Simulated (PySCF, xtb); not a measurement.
(3Z)-4-fluoropenta-1,3-diene (C₅H₇F), SMILES C=C/C=C(/C)F.

GFN2-xTB run with xtb 6.7.1 at its own geometry gives an orbital gap of 3.61 eV and a dipole moment of 2.04 D.

Coordinates come from a PBE0-D3(BJ)/def2-SVP optimisation. One conformer was computed; it need not be the lowest.

Question: What does PBE/def2-TZVP in PySCF give? (The exact figures need the calculation; the answer reports its results.)

Answer: gap 3.80 eV (levels -5.39 and -1.59 eV), dipole 1.50 D.
